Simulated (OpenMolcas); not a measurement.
5s2 5p2 along the 50-electron sequence

```yaml
Program: OpenMolcas 26.06
Method: XMS-CASPT2, IPEA 0.25 Eh, imaginary shift 0.1 Eh
Basis: ANO-RCC-VTZP
Scalar_Hamiltonian: DKH2, point nucleus
Spin-orbit_coupling: RASSI with atomic mean-field integrals over the reference wave functions, term energies averaged over their components
```

Active space for each ion: 2 electrons in 3 orbitals (5p); closed shells correlated by CASPT2: 4d 5s.

Computed levels in cm-1 above 3P0:

```json
{"Level": "3P1", "Sn": "1431", "Sb+": "2620", "Te2+": "4140", "I3+": "6030", "Xe4+": "8040"}
{"Level": "3P2", "Sn": "3040", "Sb+": "5060", "Te2+": "7360", "I3+": "10000", "Xe4+": "12730"}
{"Level": "1D2", "Sn": "8630", "Sb+": "12160", "Te2+": "16130", "I3+": "20910", "Xe4+": "26050"}
{"Level": "1S0", "Sn": "17530", "Sb+": "23590", "Te2+": "29570", "I3+": "36270", "Xe4+": "42810"}
{"Level": "weight of 3P in the lowest level (%)", "Sn": "97", "Sb+": "96", "Te2+": "94", "I3+": "93", "Xe4+": "91"}
```

Mixed levels, with the weight of the term that names them: I3+ 3P2 (75 %), I3+ 1D2 (75 %), Xe4+ 3P2 (71 %), Xe4+ 1D2 (71 %).

Measured, with the error of the calculation in %. Measured levels: Sn, Sb+ from NIST Handbook of Basic Atomic Spectroscopic Data; Te2+ from the list in Zhang, Palmeri, Quinet and Biemont, Astron. Astrophys. 551, A136 (2013); Xe4+ from Saloman, J. Phys. Chem. Ref. Data 33, 765 (2004).

| Level | Sn | Sb+ | Te2+ | Xe4+ |
| --- | --- | --- | --- | --- |
| 3P1 | 1692 (-15.4) | 3055 (-14.4) | 4757 (-13.0) | 9292 (-13.4) |
| 3P2 | 3428 (-11.3) | 5658 (-10.5) | 8167 (-9.8) | 14127 (-9.9) |
| 1D2 | 8613 (+0.2) | 12790 (-4.9) | 17360 (-7.1) | 28411 (-8.3) |
| 1S0 | 17162 (+2.1) | 23906 (-1.3) | 30398 (-2.7) | 44470 (-3.7) |

The fine-structure level 3P2 changes by a factor of 4.19 from Sn to Xe4+. Its fourth root runs 7.43, 8.43, 9.26, 10.00, 10.62, with steps per unit of Z of 1.01, 0.83, 0.74, 0.62; equal steps would mean a (Z - σ)^4 law with constant σ.

1D2 changes by a factor of 3.02 over the same range, with steps per unit of Z of +3530, +3970, +4780, +5140 cm-1.

CASPT2 breaks the degeneracy within a term, and the mean is taken; among the terms shown or strongly mixed into the levels shown the widest spread is 1000 cm-1 (5s2 5p2 1D, Sn). With the s shell closed, the reference lacks s² → p² mixing. Measured partners are found by configuration, term and J. A level has none where our copy of the source lacks it or the pairing is in doubt (some pairs that miss far off the trend of their configuration count as doubtful), and it then counts in no deviation. Levels of configurations outside the active space are missing.
